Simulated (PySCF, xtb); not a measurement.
CH6F2OSi2, SMILES OC([SiH2]F)[SiH2]F. One conformer was computed; it need not be the lowest.

Harmonic wavenumbers (cm⁻¹) from GFN2-xTB (xtb) at its own minimum, in rising order: 42, 45, 95, 148, 188, 263, 268, 306, 496, 534, 581, 591, 652, 705, 730, 746, 772, 812, 843, 865, 1027, 1084, 1129, 1322, 2303, 2315, 2354, 2364, 2924, 3558.

What does ωB97X-D3(BJ)/def2-SVP in PySCF 2.14.0 give at its own minimum? (An estimate is asked for; the answer gives what the named calculation found.)

50, 58, 107, 156, 218, 276, 278, 295, 565, 602, 714, 757, 788, 842, 874, 881, 910, 953, 969, 989, 1076, 1081, 1194, 1381, 2268, 2275, 2276, 2286, 3079, 3866. Paired by order, the mean absolute difference is 83 cm⁻¹ and the zero-point energies are 43.0 and 45.8 kcal/mol.
